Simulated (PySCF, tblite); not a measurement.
C3H8N2OSi.
Numbering: `[CH3:1][C@@H:2]1[NH:3][C:4](=[O:5])[Si@H:6]1[NH2:7]` (hydrogens: H8, H9, H10 on C1; H11 on C2; H12 on N3; H13 on Si6; H14, H15 on N7)

Cartesian coordinates in Å at the GFN2-xTB level; atoms count from 1:
```
atom  x, y, z in Å
C1    -1.469   -1.284   -0.492
C2    -0.347   -0.633    0.301
N3    -0.817    0.455    1.145
C4    -0.210    1.595    0.744
O5    -0.348    2.707    1.200
Si6    0.798    0.630   -0.615
N7     2.466    0.240   -0.456
H8    -1.059   -2.026   -1.172
H9    -2.001   -0.535   -1.075
H10   -2.182   -1.778    0.167
H11    0.152   -1.399    0.906
H12   -1.511    0.368    1.873
H13    0.548    0.882   -2.027
H14    2.835    0.005    0.452
H15    3.140    0.781   -0.972
```

Level of theory: wB97X-D/def2-SVPD in PySCF (dipole) on a GFN2-xTB geometry, gas phase.

Masses are those of the commonest isotopes; rigid-rotor values at the optimised geometry. The values belong to one conformer with, in the numbering `[CH3:1][C@@H:2]1[NH:3][C:4](=[O:5])[Si@H:6]1[NH2:7]`, C4–Si6–N7–H 35° and -104°.

Task: Give the principal moments of inertia and the rotational constants in cm⁻¹.

Result: Ia = 217.95, Ib = 219.20, Ic = 383.04 u·Å²; 505379 MHz·u·Å²/I gives 2319, 2306 and 1319 MHz, that is A = 0.07735, B = 0.07690, C = 0.04401 cm⁻¹.

Task: Classify the top.

Result: A near-oblate asymmetric top: κ = (2 × 2306 − 2319 − 1319)/(2319 − 1319) = 0.97.

Task: What does the inertial defect say?

Result: Not planar: Δ = Ic − Ia − Ib = -54.11 u·Å². For a rigid frame Δ = −2 Σ m c², so Σ m c² = 27.06 u·Å² lies off the ab plane: 10.45 from hydrogen and 16.61 from heavier atoms. The atom farthest from that plane is 1.81 Å away.

Task: Give the other two planar moments, Paa and Pbb, and the rms extents of the mass along the axes.

Result: Paa = Σ m a² = (Ib + Ic − Ia)/2 = 192.15 and Pbb = Σ m b² = (Ia + Ic − Ib)/2 = 190.89 u·Å². With the mass M = 116.04 u, the rms extents √(P/M) along a, b and c are 1.29, 1.28, 0.48 Å.

Task: List the rotational levels J(Ka,Kc) to J = 4 (cm⁻¹).

Result: Above 0(0,0):
J = 1: 1(0,1) 0.1209, 1(1,1) 0.1214, 1(1,0) 0.1542
J = 2: 2(0,2) 0.3303, 2(1,2) 0.3303, 2(1,1) 0.4290, 2(2,1) 0.4303, 2(2,0) 0.4628
J = 3: 3(0,3) 0.6275, 3(1,3) 0.6275, 3(1,2) 0.7930, 3(2,2) 0.7930, 3(2,1) 0.8911, 3(3,1) 0.8937, 3(3,0) 0.9255
J = 4: 4(0,4) 1.0127, 4(1,4) 1.0127, 4(1,3) 1.2445, 4(2,3) 1.2445, 4(2,2) 1.4100, 4(3,2) 1.4100, 4(3,1) 1.5072, 4(4,1) 1.5116, 4(4,0) 1.5426
The levels of one J sum to (2J + 1)J(J + 1)(A + B + C)/3.

Task: Which lines would a microwave search look for?

Result: The dipole components are |μa| = 2.92 D, |μb| = 2.21 D, |μc| = 1.15 D. Intensities carry the squares of the components, which stand as 1.00 : 0.57 : 0.16 (a : b : c). Some lines, for components of 0.1 D or more:

| type | branch | J(Ka,Kc) | MHz | lower level (cm⁻¹) |
| --- | --- | --- | --- | --- |
| a | Q | 1(1,0) ← 1(1,1) | 986 | 0.121 |
| b | Q | 2(2,0) ← 2(1,1) | 1013 | 0.429 |
| b | Q | 3(3,0) ← 3(2,1) | 1033 | 0.891 |
| a | Q | 3(2,1) ← 3(2,2) | 2939 | 0.793 |
| b | Q | 3(2,1) ← 3(1,2) | 2939 | 0.793 |
| b | Q | 2(1,1) ← 2(0,2) | 2959 | 0.330 |
| b | Q | 2(2,1) ← 2(1,2) | 2998 | 0.330 |
| b | Q | 3(3,1) ← 3(2,2) | 3018 | 0.793 |
| b | R | 1(1,1) ← 0(0,0) | 3638 | 0.000 |
| c | R | 1(1,0) ← 0(0,0) | 4624 | 0.000 |
| a | Q | 3(1,2) ← 3(1,3) | 4963 | 0.627 |
| b | Q | 3(1,2) ← 3(0,3) | 4963 | 0.627 |
| b | Q | 3(2,2) ← 3(1,3) | 4964 | 0.627 |
| b | R | 2(1,2) ← 1(0,1) | 6277 | 0.121 |
| b | R | 2(2,1) ← 1(1,0) | 8276 | 0.154 |
| a | R | 3(0,3) ← 2(0,2) | 8909 | 0.330 |
| c | R | 2(1,1) ← 1(0,1) | 9235 | 0.121 |
| a | R | 3(2,2) ← 2(2,1) | 10875 | 0.430 |
| b | R | 3(2,2) ← 2(1,1) | 10914 | 0.429 |
| c | R | 3(2,1) ← 2(1,1) | 13853 | 0.429 |
| c | R | 3(3,0) ← 2(2,0) | 13873 | 0.463 |

Task: Estimate the classical rotational partition function at 10 K, 25 K and 500 K.

Result: Point group C1, symmetry number σ = 1; q = (√π/σ)·√((kT/h)³/(ABC)), k/h = 20836.6 MHz/K: 2010 at 10 K, 7930 at 25 K, 710000 at 500 K.

Its GFN2-xTB frequencies are all real (lowest 86 cm⁻¹). These are rigid-rotor constants of the computed structure; measured ground-state constants (B0) also hold zero-point vibration. A rigid rotor knows nothing of inversion at nitrogen or internal rotation, which can split or shift real lines. Quadrupole hyperfine structure (14N) is left out.
